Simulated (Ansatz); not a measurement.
Reactions of C$_{4}$H$_{11}$Al (`C[CH2][AlH][CH2]C`).

Calculated with Ansatz (gas phase, PBE0-D4/def2-TZVP geometries, no zero-point term in ΔE). CBS: MP2 limit from def2 TZ/QZ plus the TZ coupled-cluster correction, frozen cores. This one scheme is used for every species. Elements past krypton have def2 core potentials. For Br, Ge, Te outer-core shells are correlated without core-valence functions, which leaves a few kJ/mol of doubt a bond. Scalar relativity is left out up to krypton. One conformer a species, not always the lowest.

Task: Order these by ΔE at CCSD(T)/CBS, lowest first. (Estimate.)
A. `C[CH2][AlH][CH2]C` + `CBO` → `CBOCC` + `C[CH2][AlH2]`
B. `C[CH2][AlH][CH2]C` + `CS[SiH2]O[SiH3]` → `C[CH2][AlH][O][SiH3]` + `CC[SiH2]SC`
C. `C[CH2][AlH][CH2]C` + `[Cl][Ge][Br]` → `C[CH2][AlH][Br]` + `C[CH2][Ge][Cl]`
D. `C[CH2][AlH][CH2]C` + `O[SiH3]` → `C[CH2][AlH][O][SiH3]` + `CC`
E. `C[CH2][AlH][CH2]C` + `C[CH2][AlH][SiH3]` → `C[CH2][AlH][AlH][SiH3]` + `CCCC`
F. `C[CH2][AlH][CH2]C` + `NCB[TeH]` → `C[CH2][AlH][TeH]` + `CCBCN`
G. `C[CH2][AlH][CH2]C` + `[SiH3][AlH][Br]` → `C[CH2][AlH][SiH3]` + `C[CH2][AlH][Br]`
H. `C[CH2][AlH][CH2]C` + `NCS` → `CCSCN` + `C[CH2][AlH2]`

Result: D (-1.94 eV), F (-0.79 eV), B (-0.65 eV), C (-0.47 eV), G (-0.08 eV), E (+0.01 eV), H (+0.17 eV), A (+0.65 eV).

Largest T1 diagnostic: 0.013, for `NCB[TeH]`.
